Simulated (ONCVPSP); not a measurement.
**Building the ONCV potential for Pr (PBEsol, scalar-relativistic).**

| Property | Result |
| --- | --- |
| Element | Pr (Z = 59) |
| Generator | ONCVPSP 4.0.1 |
| Type | optimised norm-conserving Vanderbilt (ONCV) |
| Functional | PBEsol |
| Relativity | scalar-relativistic |
| Frozen core | [Kr] |
| Valence charge | 23 |
| Reference configuration | 4d10 4f3 5s2 5p6 6s2 |
| Partial waves | 5s+6s: rc 2.70 bohr, ncon 4, nbas 8, qcut 5.5 1/bohr, 2 projectors; 5p: rc 2.65 bohr, ncon 4, nbas 7, qcut 6 1/bohr, 2 projectors, debl 3.3 Ha; 4d: rc 0.85 bohr, ncon 4, nbas 8, qcut 22.3 1/bohr, 2 projectors, debl 1.6 Ha; 4f: rc 1.80 bohr, ncon 5, nbas 10, qcut 10.1 1/bohr, 2 projectors, debl 3.5 Ha |
| Local potential | polynomial inside 0.75 bohr (lpopt 5, dvloc0 1 Ha) |
| Core correction | Teter function, fcfact 5.5, rcfact 1.2 |

In the d channel the program set the typed energies aside and used -4.057, 0.250 Ha.

Calculated quality:

- Cutoffs needed: 91 Ha and 111 Ha (the cutoffs (Ha) at which the residual kinetic energy of the hardest occupied pseudo-wave falls to 1 and 0.1 mHa per electron)
- Ghost test: ghosts flagged at negative energy: s at -492.7 eV, p at -167.3 eV; no localised positive-energy state flagged; a true bound ghost makes a file unfit for plane-wave use
- Configuration tests: tests left out (the all-electron energies of this program are off by 10 to 40 meV for near-neutral 4f atoms)
- rms error of d²Exc/dni dnj: 4.78 mHa without and 3.26 mHa with the model core

Generation and tests took about 5.9 s on one core of a shared server CPU.
